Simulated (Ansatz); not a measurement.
A structure relaxed at PBE0-D4/def2-TZVP, charge 0, multiplicity 1:

Cartesian coordinates in Å:
```
B -1.003 -0.149 -1.703
C -0.938 -0.480 -0.190
N 0.268 -0.094 0.539
B 0.959 -1.002 1.345
Al 0.917 1.592 0.388
H -1.994 -0.417 -2.316
H -0.076 0.353 -2.277
H -1.101 -1.567 -0.096
H -1.839 -0.055 0.281
H 0.561 -2.130 1.472
H 1.958 -0.636 1.903
H 2.327 1.956 0.990
H -0.040 2.630 -0.336
```

Task: Give its formula and SMILES.

Result: CH8AlB2N, `BC[N](B)[AlH2]`.

Task: Point group (tolerance 0.08 Å, 0.16 Å for H)?

Result: C1.

Task: Summarise the bond lengths by kind.

Result: 1 × B–C 1.550 Å; 4 × B–H 1.196 to 1.203 Å; 1 × C–N 1.461 Å; 2 × C–H 1.102 to 1.103 Å; 1 × B–N 1.397 Å; 1 × Al–N 1.812 Å; 2 × Al–H 1.576 to 1.586 Å.

Results of the Gaussian-basis code of Ansatz.
